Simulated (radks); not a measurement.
Problem. The mean radii <r> (bohr) of the occupied orbitals of an atom or ion are listed with their occupations. Calculated with a radial shooting solver on a logarithmic mesh with Libxc functionals: scalar-relativistic Kohn-Sham, PBE, spin-polarised, spherical densities, point nucleus.

orbital  occ.      <r>
1s down     1  0.06090
1s up       1  0.06090
2s up       1   0.2796
2s down     1   0.2792
2p up       3   0.2473
2p down     3   0.2468
3s up       1   0.8566
3s down     1   0.8585
3p up       3   0.9133
3p down     3   0.9173
3d up       5    1.273
3d down     1    1.401

Name the element and its charge. Open shells, if any, are filled with parallel spins first.

Solution. Z = 25, manganese, charge +1: Mn+ in [Ar] 3d6. The 1s radius gives Z: for a bare nucleus <r> = (2 gamma + 1)/(2Z) with gamma = sqrt(1 - (Z/c)^2), 0.05933 bohr for Z = 25, and screening makes it slightly larger (0.06090 here). The occupations add up to 24, and the charge is Z minus that.
